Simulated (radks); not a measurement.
Yb5+, configuration [Kr] 4d10 4f12 5s2 5p5 (the NIST ground configuration).

Method: scalar-relativistic Kohn-Sham, BLYP, spin-polarised, spherical densities, finite nucleus; open shells are filled with parallel spins first (spin-orbit coupling, left out, can overturn this in heavy ions); Fermi nuclear charge, rms radius 5.3108 fm; computed with a radial shooting solver on a logarithmic mesh with Libxc functionals.

Energy parts (eV):
| part | energy |
|---|---|
| total | -382394.22 |
| kinetic | 416651.09 |
| electron-nucleus | -936466.25 |
| Hartree | 145342.06 |
| exchange-correlation | -7921.12 |

Orbitals (lengths in bohr, moments of r in powers of bohr; r(90%) holds 90 % of the orbital's charge):
orbital  occ.  eigenvalue (eV)  r(90%)
1s up       1        -61307.46  0.0357
1s down     1        -61307.37  0.0357
2s up       1        -10449.41   0.129
2s down     1        -10449.33   0.129
2p up       3        -9220.116   0.121
2p down     3        -9220.019   0.121
3s up       1        -2413.992   0.318
3s down     1        -2412.946   0.318
3p up       3        -2043.328   0.323
3p down     3        -2042.273   0.323
3d up       5        -1591.330   0.305
3d down     5        -1590.507   0.305
4s up       1        -535.2563   0.699
4s down     1        -533.1288   0.700
4p up       3        -413.2613   0.752
4p down     3        -411.1745   0.752
4d up       5        -252.5367   0.835
4d down     5        -250.4692   0.836
5s up       1        -120.8737    1.64
5s down     1        -119.0585    1.65
5p up       3         -90.1296    1.89
5p down     2         -88.4950    1.91
4f up       7         -75.4802    1.15
4f down     5         -73.4025    1.16

The highest occupied level is 4f down at -73.402 eV. The density falls to 0.001 e/bohr^3 at r = 2.82 bohr. The electron density at the nucleus is 1.086e+06 e/bohr^3 (large components only). Spin moment in Bohr magnetons: 3. For comparison, the ionisation energy in NIST's Atomic Spectra Database is 99 eV (theoretical). In exact Kohn-Sham theory the highest level is minus the ionisation energy, but local and semilocal functionals leave it too shallow, through self-interaction and a potential that decays too fast; potentials with the right tail come closer. Summed over all electrons, <r^2> = 26.74 bohr^2, which gives a Langevin (diamagnetic) susceptibility term of -21.2 x 10^-6 cm^3/mol. The spin density at the nucleus is -2.548 e/bohr^3 (1s -0.898, 2s -0.374, 3s -7.496, 4s 2.791, 5s 3.428).
